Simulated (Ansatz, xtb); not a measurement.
**A geometry optimisation of CH6AlClGe with r2SCAN-D4/def2-SVP**

The starting geometry of this gas-phase singlet was built from a drawn formula by distance geometry and a force field; its bonds are those of `Cl[CH2][AlH][GeH3]`.

```xyz
10

C     1.1414   -1.3176   -1.4650
Al    0.2440   -1.7824    0.2564
Cl    1.8653    0.3503   -1.3871
Ge   -1.5379   -0.2916    1.0488
H     1.9544   -2.0565   -1.7098
H     0.3733   -1.3690   -2.2772
H     0.7299   -2.9932    1.1325
H    -1.8444    0.8177   -0.0040
H    -1.1978    0.2638    2.4410
H    -2.8420   -1.1624    1.2219
```

Problem. Where would you expect an optimisation with r2SCAN-D4/def2-SVP to take it?

Solution. A new bond forms, giving a structure with Cl3 bridging Al2 and C1, given below by its coordinates. Contacts that close: Al2–Cl3 (3.14 → 2.47 Å).

The energy falls by 0.36 eV over 11 steps:

| step | E − E(last) (eV) |
| --- | --- |
| 1 | 0.357 |
| 2 | 0.231 |
| 3 | 0.187 |
| 4 | 0.130 |
| 5 | 0.070 |
| 7 | 0.017 |
| 8 | 0.005 |
| 9 | 0.003 |
| 10 | 0.000 |
| 11 | 0.000 |

Final geometry (Å):

```xyz
10

C     0.9689   -1.4896   -1.5723
Al    0.3717   -1.6781    0.2996
Cl    2.0168   -0.1573   -0.7306
Ge   -1.5677   -0.3311    0.9878
H     1.6926   -2.1726   -2.0372
H     0.3842   -0.9567   -2.3336
H     1.1331   -2.7385    1.2004
H    -1.9487    0.7161   -0.0789
H    -1.3309    0.4470    2.2967
H    -2.8339   -1.1801    1.2257
```

From the same start GFN2-xTB reaches the same bonding as this run.

The end wasn't checked by frequencies. Run with Ansatz 0.2.0, 17 s on 2 threads of Intel(R) Xeon(R) 6975P-C (Granite Rapids), with other jobs on the host.
